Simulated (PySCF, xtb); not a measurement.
formyl cation (CHO), SMILES C#[O+], charge +1.

Harmonic wavenumbers (cm⁻¹) from GFN2-xTB in xtb at its own minimum, in rising order: 856, 856, 2286, 2975.

### Question
What does r2SCAN-D4/def2-TZVPD in PySCF give at its own minimum? (An estimate is asked for; the answer gives what the named calculation found.)

### Answer
863, 863, 2248, 3215. Paired by order, the mean absolute difference is 73 cm⁻¹ and the zero-point energies are 10.0 and 10.3 kcal/mol.
